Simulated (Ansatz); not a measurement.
Computed with Ansatz on PBE0-D4/def2-TZVP structures; ΔE is electronic, products minus reactants. CCSD(T)/CBS adds triple-zeta CCSD(T) − MP2 to the extrapolated MP2 energy (def2 sets, frozen cores). This one scheme is used for every species. DFT in def2-TZVPP. One conformer a species, not always the lowest.

Reaction (formal exchange of groups at the Al–C bond): `CO[CH2][AlH][CH3]` + SiH₄ → `CO[CH2][AlH][SiH3]` + CH₄

`CO[CH2][AlH][CH3]`:

Cartesian coordinates in Å:
```
C 0.785 -1.274 1.222
O -0.291 -1.590 0.396
C -0.070 -1.169 -0.944
Al -0.215 0.795 -1.219
C -0.806 1.980 0.214
H 0.538 -1.591 2.236
H 0.987 -0.189 1.235
H 1.706 -1.784 0.903
H -0.854 -1.647 -1.547
H 0.875 -1.590 -1.328
H 0.097 1.363 -2.677
H -1.574 2.678 -0.134
H -1.205 1.427 1.068
H 0.027 2.593 0.576
```

SiH₄:

```xyz
5

Si    0.000    0.000    0.000
H    -0.146   -0.560    1.367
H     0.741   -0.963   -0.852
H     0.749    1.280    0.067
H    -1.344    0.243   -0.582
```

`CO[CH2][AlH][SiH3]`:

Z-matrix (Å, degrees):
```
C
O 1 1.393
H 1 1.105 2 111.7
H 1 1.090 2 108.1 3 -119.2
H 1 1.100 2 111.7 3 120.7
C 2 1.419 1 111.9 3 -58.1
Al 6 1.988 2 114.3 1 73.5
H 6 1.099 2 106.3 1 -168.6
H 6 1.103 2 110.6 1 -55.1
Si 7 2.458 6 121.1 2 1.8
H 7 1.594 6 117.9 2 179.2
H 10 1.492 7 112.8 6 136.6
H 10 1.490 7 112.7 6 14.2
H 10 1.494 7 109.4 6 -104.6
```

CH₄:

Z-matrix (Å, degrees):
```
C
H 1 1.090
H 1 1.090 2 109.5
H 1 1.090 2 109.5 3 -120.0
H 1 1.090 2 109.5 3 120.0
```

(1) Is it downhill or uphill in electronic energy at CCSD(T)/CBS, and by how much? (Best estimate.)

(2) What do these levels give: PBE-D4, MP2/def2-TZVPP, CCSD/def2-TZVPP, HF/def2-QZVPP, MP2/def2-QZVPP, SCS-MP2/def2-QZVPP? (Best estimate.)

Largest T1 diagnostic among the species: 0.012.

Results:

(1) Ansatz gave: Downhill: ΔE = -10.6 kJ/mol.

(2) The calculation gave: PBE-D4 -23.6, MP2/def2-TZVPP -4.0, CCSD/def2-TZVPP -9.8, HF/def2-QZVPP -3.0, MP2/def2-QZVPP -3.6, SCS-MP2/def2-QZVPP -3.2 kJ/mol.
